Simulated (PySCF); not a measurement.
## Scalar relativity in Al²⁺ (aluminium, charge +2)

[Ne] 3s1, 2S determinant; UHF calculated with PySCF 2.14 in dyall-av3z (19s12p3d2f, 84 functions), once non-relativistic with a point nucleus and once with spin-free X2C-1e and a Gaussian nucleus.

```csv
shell,ε non-rel. (eV),ε X2C (eV),"rms r non-rel. (bohr, spins averaged)","rms r X2C (bohr, spins averaged)",change of radius (%)
1s α,-1612.9,-1616.1,0.1395,0.1390,-0.34
1s β,-1612.5,-1615.8,0.1395,0.1390,-0.34
2s α,-154.19,-154.70,0.6767,0.6749,-0.26
2s β,-153.44,-153.94,0.6767,0.6749,-0.26
2p α,-108.01,-107.98,0.6721,0.6717,-0.06
2p β,-107.72,-107.69,0.6721,0.6717,-0.06
3s α,-28.062,-28.111,2.387,2.382,-0.17
```

The total energy goes from -241.0306 to -241.4667 hartree.

Ionisation energy, Al²⁺ [Ne] 3s1 (2S) → Al³⁺ [Ne] (1S) (eV):

| method | non-relativistic | spin-free X2C | shift |
| --- | --- | --- | --- |
| UHF | 28.040 | 28.089 | 0.049 |
| LDA | 28.819 | 28.870 | 0.052 |
| PBE | 28.821 | 28.872 | 0.051 |
| PBE0 | 28.683 | 28.734 | 0.051 |
| r2SCAN | 28.380 | 28.430 | 0.051 |

Relativity contracts and stabilises s shells directly. The contracted s shells screen the nucleus better, so for spin-averaged p shells the direct and indirect effects partly cancel.
